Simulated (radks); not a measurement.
Initial-state core-level shifts of neutral chromium when its valence configuration changes from [Ar] 3d5 4s1. Calculated with a radial shooting solver on a logarithmic mesh with Libxc functionals: scalar-relativistic Kohn-Sham, PBE, spin-polarised, spherical densities, finite nucleus; open shells are filled with parallel spins first; Fermi nuclear charge, rms radius 3.6452 fm. Shifts are changes of the shell-averaged eigenvalues in eV (positive: less bound); the change of the density at the nucleus, which sets a Mossbauer isomer shift, is in e/bohr^3, on a base of 1.151e+04.

valence,1s,2s,2p,3s,density at nucleus
3d5 4s0.5 4p0.5,-0.733,-0.664,-0.669,-0.731,-2.088
3d5 4p1,-1.411,-1.277,-1.286,-1.410,-4.322
3d3 4s1 4p2,-12.845,-14.290,-14.151,-12.727,+4.798
3d5.5 4s0.5,+0.187,+0.375,+0.358,+0.263,-2.323
3d2 4s2 4p2,-20.385,-22.985,-22.751,-19.620,+15.256
3d4.5 4s1 4p0.5,-2.671,-2.904,-2.880,-2.743,+0.851
3d4 4s2,-4.504,-5.055,-5.002,-4.620,+5.437
3d5.5 4p0.5,+0.096,+0.374,+0.349,+0.192,-4.470
3d6,+0.486,+0.849,+0.815,+0.648,-4.541
